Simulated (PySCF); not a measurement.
H₆SeSi₂, SMILES [SiH3][Se][SiH3]. Atoms are numbered in the order given.

```xyz
9

Se     0.0000     0.0000     0.7985
Si    -1.6892     0.0000    -0.7422
H     -2.9599     0.0000     0.0366
H     -1.6196    -1.2136    -1.6097
H     -1.6196     1.2136    -1.6097
Si     1.6892     0.0000    -0.7422
H      1.6196     1.2136    -1.6097
H      1.6196    -1.2136    -1.6097
H      2.9599     0.0000     0.0366
```
Charge 0, spin multiplicity 1.

Geometry: PBE0-D3(BJ)/def2-SVP.

All values below come from PBE/pcSseg-1 (PySCF).

GIAO shieldings, no solvent; atoms alike by connectivity are averaged. δ = σ(ref) − σ: ⁷⁷Se against Me2Se (σ = 1634.8 ppm); ²⁹Si against TMS (σ = 335.4 ppm); ¹H against TMS (σ = 31.49 ppm), references at their B3LYP-D3(BJ)/def2-TZVP geometries, non-relativistic.

```csv
atoms,nucleus,count,δ (ppm)
Se1,⁷⁷Se,1,-744.7
"Si2, Si6",²⁹Si,2,?
"H3, H4, H5, H7, H8, H9",¹H,6,5.05
```

Task: What belongs in the gaps? (Estimate from the structure and the level; the computed values follow.)

Result: 
- Si2, Si6, δ (ppm): -52.7
